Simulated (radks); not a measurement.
The numbers below are computed, except where a source is named.
Spherical jellium clusters: N electrons in a uniform positive sphere of charge N and radius rs N^(1/3), rs = 3.15 bohr. Level of theory: non-relativistic Kohn-Sham, PBEsol, spin-polarised, spherical densities (a radial shooting solver with Libxc functionals). Levels are named by radial order and angular momentum (1s, 1p, 1d, 2s, ...), and open shells are averaged over m.

N = 37, configuration 1s2 1p6 1d10 2s2 1f14 2p(up 3, down 0). This is the lowest configuration that the search found. Occupied levels:

level,occupation,eigenvalue (eV),<r> (bohr)
1s up,1,-7.2849,6.013
1s down,1,-7.0083,6.449
1p up,3,-6.3115,7.305
1p down,3,-6.1645,7.494
1d up,5,-5.1453,8.185
1d down,5,-5.0571,8.206
2s up,1,-4.7374,6.826
2s down,1,-4.3827,6.427
1f up,7,-3.8108,8.872
1f down,7,-3.7296,8.819
2p up,3,-3.1952,7.695

Energy (eV): total -64.4347, kinetic 99.681, external -4196.2, Hartree 2069.8, exchange-correlation -167.07, background 2129.4.

Electron density:

r (bohr),n(r) (e/bohr^3)
1.18,0.007822
2.45,0.007937
3.72,0.007589
4.99,0.007308
6.26,0.007845
7.53,0.008331
8.80,0.006944
10.1,0.003847
11.3,0.001390
12.6,0.0003847
13.9,0.00009527
15.2,0.00002294
16.4,5.536e-06
